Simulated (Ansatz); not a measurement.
One change: `[SiH3]BOCS` becomes `[SiH3]BOC[SiH3]`.

Ansatz, PBE0-D4/def2-TZVP geometries, multiplicity 1. Each molecule was computed in one conformer, which needn't be the lowest.

```csv
property,`[SiH3]BOCS`
HOMO–LUMO gap (B3LYP/def2-TZVPP) / eV,5.81
LUMO energy (ωB97M-V/def2-TZVPP) / eV,0.74
HOMO energy (PBE0/def2-TZVPP) / eV,-7.45
HOMO energy (ωB97M-V/def2-TZVPP) / eV,-9.69
size of the dipole moment (PBE/def2-TZVPP) / D,1.83
size of the dipole moment (ωB97M-V/def2-TZVPP) / D,1.81
```

What does the change do to each property? (An estimate is asked.)

Ansatz gave: 
| property | `[SiH3]BOC[SiH3]` | shift |
| --- | --- | --- |
| HOMO–LUMO gap (B3LYP/def2-TZVPP) / eV | 6.32 | 0.51 |
| LUMO energy (ωB97M-V/def2-TZVPP) / eV | 0.86 | 0.12 |
| HOMO energy (PBE0/def2-TZVPP) / eV | -7.78 | -0.33 |
| HOMO energy (ωB97M-V/def2-TZVPP) / eV | -9.95 | -0.26 |
| size of the dipole moment (PBE/def2-TZVPP) / D | 1.81 | -0.02 |
| size of the dipole moment (ωB97M-V/def2-TZVPP) / D | 1.83 | 0.02 |

With PBE0 the HOMO falls by 0.33 eV and the LUMO rises by 0.14 eV, so the gap widens by about 0.47 eV. PBE moves the HOMO by -0.30 eV and ωB97M-V by -0.26 eV. Dipoles are sizes alone; their direction can turn.

B3LYP here is the variant with VWN-RPA as its local correlation; programs differ in this.
